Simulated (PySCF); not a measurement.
## Functional dependence of a UV spectrum

Compound: 1,1,1,2-tetrafluorochloroethane, C2HClF4.
SMILES with atom numbers: `[F:1][C@H:2]([Cl:3])[C:4]([F:5])([F:6])[F:7]` (hydrogens: H8 on C2)

Linear-response calculations in the def2-SVPD basis (PySCF; singlets by full response, triplets Tamm–Dancoff, core orbitals frozen in the response; HF means time-dependent Hartree–Fock). 'Strongest' is the level of largest summed f among the singlets computed (10 roots, of which the last may lack a degenerate partner); it can jump between rows when another state enters that window. S1 is the lowest singlet of each run and needn't be the same state throughout; f(S1) is that of one state. Isolated species at its PBE0-D3(BJ)/def2-SVP geometry, gas phase.

```json
{"functional": "LDA", "kind": "LDA", "S1 (eV)": "7.11", "f(S1)": "0.002", "strongest (eV)": "9.31", "T1 (eV)": "6.51", "HOMO (eV)": "-8.23", "gap (eV)": "6.76", "ionisation energy, ΔSCF (eV)": "11.80"}
{"functional": "PBE", "kind": "GGA", "S1 (eV)": "7.16", "f(S1)": "0.003", "strongest (eV)": "8.92", "T1 (eV)": "6.49", "HOMO (eV)": "-8.09", "gap (eV)": "6.84", "ionisation energy, ΔSCF (eV)": "11.60"}
{"functional": "B3LYP", "kind": "global hybrid, 20% exact exchange", "S1 (eV)": "7.47", "f(S1)": "0.002", "strongest (eV)": "9.88", "T1 (eV)": "6.74", "HOMO (eV)": "-9.35", "gap (eV)": "8.85", "ionisation energy, ΔSCF (eV)": "12.13"}
{"functional": "PBE0", "kind": "global hybrid, 25% exact exchange", "S1 (eV)": "7.61", "f(S1)": "0.002", "strongest (eV)": "10.20", "T1 (eV)": "6.82", "HOMO (eV)": "-9.61", "gap (eV)": "9.41", "ionisation energy, ΔSCF (eV)": "12.14"}
{"functional": "BHandHLYP", "kind": "global hybrid, 50% exact exchange", "S1 (eV)": "7.89", "f(S1)": "0.001", "strongest (eV)": "10.43", "T1 (eV)": "7.07", "HOMO (eV)": "-11.01", "gap (eV)": "11.74", "ionisation energy, ΔSCF (eV)": "12.36"}
{"functional": "CAM-B3LYP", "kind": "range-separated hybrid", "S1 (eV)": "7.61", "f(S1)": "0.001", "strongest (eV)": "10.46", "T1 (eV)": "6.84", "HOMO (eV)": "-11.07", "gap (eV)": "11.86", "ionisation energy, ΔSCF (eV)": "12.35"}
{"functional": "wB97X-D", "kind": "range-separated hybrid", "S1 (eV)": "7.68", "f(S1)": "0.001", "strongest (eV)": "10.72", "T1 (eV)": "6.95", "HOMO (eV)": "-11.53", "gap (eV)": "13.11", "ionisation energy, ΔSCF (eV)": "12.30"}
{"functional": "HF", "kind": "Hartree–Fock", "S1 (eV)": "8.52", "f(S1)": "0.001", "strongest (eV)": "11.74", "T1 (eV)": "7.52", "HOMO (eV)": "-13.18", "gap (eV)": "15.66", "ionisation energy, ΔSCF (eV)": "not settled"}
```

Problem. What does LC-wPBE (range-separated hybrid) give?

Solution. S1 (eV) 7.79, f(S1) 0.000, strongest (eV) 10.99, T1 (eV) 6.94, HOMO (eV) -12.48, gap (eV) 14.45, ionisation energy, ΔSCF (eV) 12.46. S1 runs from 7.11 eV (LDA) to 8.52 eV (HF), a spread of 1.40 eV, while the orbital gap spreads over 8.9 eV. Along PBE (0%), B3LYP (20%), PBE0 (25%), BHandHLYP (50%), HF (100%) S1 rises with the share of exact exchange. −ε(HOMO) comes closest to its own ΔSCF ionisation energy with LC-wPBE (+0.03 eV) and misses most with LDA (-3.57 eV). 'Not settled' means that the ion's SCF failed to converge or may have ended in another state than the lowest.
